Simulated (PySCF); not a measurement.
Compound: C6H8AsN.
Numbering: `[AsH2:1][CH2:2][c:3]1[cH:4][cH:5][n:6][cH:7][cH:8]1` (hydrogens: H9, H10 on As1; H11, H12 on C2; H13 on C4; H14 on C5; H15 on C7; H16 on C8)

The calculation used PBE0-D3(BJ)/def2-SVP geometry optimisation, gas phase (PySCF).

**Question.** What internal coordinates does the optimisation give?

**Answer.** 
| bond | length (Å) |
| --- | --- |
| As1–C2 | 1.994 |
| C2–C3 | 1.491 |
| C3–C4, C3–C8 | 1.400 |
| C4–C5, C7–C8 | 1.393 |
| C5–N6, N6–C7 | 1.331 |
| As1–H9, As1–H10 | 1.526 |
| C2–H11, C2–H12 | 1.100 |
| C4–H13, C8–H16 | 1.093 |
| C5–H14, C7–H15 | 1.097 |

Bonds in one row agree within 0.01 Å and their mean is given. A selection of angles:
| angle | degrees |
| --- | --- |
| C2–As1–H9 | 94.9 |
| H9–As1–H10 | 91.9 |
| As1–C2–C3 | 114.7 |
| As1–C2–H11 | 105.8 |
| C3–C2–H11 | 111.4 |
| H11–C2–H12 | 107.5 |
| C2–C3–C4 | 121.7 |
| C4–C3–C8 | 116.7 |
| C3–C4–C5 | 119.3 |
| C3–C4–H13 | 120.6 |
| C5–C4–H13 | 120.1 |
| C4–C5–N6 | 123.8 |
| C4–C5–H14 | 119.8 |
| N6–C5–H14 | 116.4 |
| C5–N6–C7 | 117.1 |

Torsions: As1–C2–C3–C4 91° (anticlinal).

The 5 C–C bonds span 1.393 Å (C7–C8, aromatic) to 1.491 Å (C2–C3, drawn single), a spread of 0.098 Å. As1 (arsenic bonded to C and 2 H) is pyramidal (angles 94.9°, 94.7° and 91.9°, sum 281.5°, 0.89 Å off the plane of its three neighbours). Of the pairs four or more bonds apart, H12···H13 is among the closest relative to their van der Waals radii: 2.51 Å, 104 % of the sum of Bondi's values. The 6-membered ring C3–C4–C5–N6–C7–C8 has internal angles of 116.7° to 123.8°; it is planar, 0.00 Å rms from its mean plane, widest ring torsion 0°.

Stationary, but not proved a minimum. The numbers are those of one conformer (H–As1–C2–C3 45° and -47°, As1–C2–C3–C4 91°).
